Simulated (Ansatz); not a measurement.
Two members of one family (InSb nanocrystals, H-capped) that differ in charge, which shifts all levels, computed with Ansatz in the gas phase; def2 core potentials for In, Sb, no spin–orbit coupling. Levels of anions in sets without diffuse functions are rough. A dash marks a value that wasn't run or was left out as unsound. The structures are stationary points that may keep the symmetry of their start. Remarks come from the PBE and PBE0 runs and from stability tests at other levels; not every state was tested. HOMO above LUMO (over both spins in singlets and doublets, within one spin in higher multiplets; at PBE or PBE0), or a gap under 0.15 eV within one spin, warns that the state may not be the lowest or that an electron is smeared out.

First: In8Sb7H24⁻, cut from zinc blende, disc (singlet, charge -1, PBE-D4/def2-SVP geometry).

Cartesian coordinates in Å:
```
Sb -3.557 1.720 2.506
Sb 0.570 1.496 3.276
Sb -1.423 3.270 -0.762
Sb -1.183 -1.290 0.019
Sb 1.402 0.649 -3.304
Sb 3.390 -1.129 0.736
Sb 1.984 -3.435 -2.484
In -3.745 4.054 0.862
In -1.846 2.383 4.698
In -3.708 -0.986 1.394
In 0.802 -1.061 1.987
In -1.149 0.679 -1.978
In -0.685 -3.797 -1.332
In 2.473 -1.703 -4.705
In 4.347 -3.396 -0.873
H -5.084 1.832 3.312
H 2.011 1.712 4.202
H 1.011 2.646 2.073
H 0.032 3.504 0.126
H -1.025 4.428 -1.980
H 2.527 1.211 -2.127
H 1.474 2.088 -4.256
H 4.527 -0.615 1.929
H 3.483 0.328 -0.174
H 2.215 -4.957 -3.272
H -3.293 5.512 1.713
H -5.042 3.961 -0.307
H -1.687 4.108 4.927
H -1.933 1.223 6.003
H -3.700 -2.051 2.781
H -4.974 -0.915 0.191
H 0.802 -2.279 3.246
H -2.376 0.559 -3.221
H -1.765 -3.897 -2.703
H -0.491 -5.038 -0.115
H 1.308 -1.903 -5.993
H 4.176 -1.400 -4.959
H 4.381 -4.682 0.312
H 5.749 -2.832 -1.750
```

```tsv
level	HOMO (eV)	LUMO (eV)	gap (eV)	vertical IE (eV)
PBE-D4/def2-SVP	-3.18	-0.07	3.12	4.63
r2SCAN-D4/def2-SVP	-3.40	0.09	3.49	–
PBE0-D4/def2-SVP	-4.03	0.59	4.62	5.02
```

Remarks: gap within one spin near zero at PBE or PBE0 (neutral doublet).

Second: In8Sb8H22, cut from wurtzite (singlet, charge 0, PBE-D4/def2-SVP geometry).

```xyz
38

In    1.580   -5.149    1.268
Sb    1.875   -4.341   -1.553
Sb    0.128   -2.714    1.827
In    1.750   -0.371    1.744
In    1.018   -1.907   -2.841
Sb    2.009    0.115   -1.083
Sb    0.302    1.917    2.637
In    1.935    4.286    2.918
In    1.191    2.678   -2.038
Sb    2.207    4.462   -0.013
In   -2.349   -2.594    0.430
Sb   -1.753   -1.728   -2.214
Sb   -3.401   -0.145    1.560
In   -2.159    2.458    1.315
In   -3.265    0.641   -2.961
Sb   -1.594    2.500   -1.475
H     3.181   -5.044    1.927
H     0.469   -6.483    1.228
H     3.516   -4.517   -2.041
H     1.285   -5.593   -2.576
H    -0.371   -2.785    3.475
H     3.306   -0.565    2.509
H     1.485   -1.795   -4.515
H     3.708    0.099   -1.367
H    -0.211    1.461    4.218
H     3.516    3.846    3.482
H     0.925    5.631    3.349
H     1.669    3.106   -3.657
H     3.863    4.671   -0.433
H     1.725    6.026   -0.545
H    -3.439   -3.938    0.627
H    -2.421   -3.009   -3.153
H    -3.481   -0.439    3.253
H    -5.101   -0.038    1.317
H    -3.152    3.730    1.969
H    -3.069    0.930   -4.660
H    -4.723    0.530   -2.010
H    -2.157    4.067   -1.914
```

Question: Estimate how these quantities change from the first to the second (second minus first).

Answer: 
```tsv
level	Δ HOMO (eV)	Δ LUMO (eV)	Δ gap (eV)	Δ vertical IE (eV)
PBE-D4/def2-SVP	-2.46	-2.59	-0.13	2.44
r2SCAN-D4/def2-SVP	-2.47	-2.60	-0.13	–
PBE0-D4/def2-SVP	-2.47	-2.63	-0.16	2.48
```

Remarks: gap within one spin near zero at PBE or PBE0 (+1 doublet).
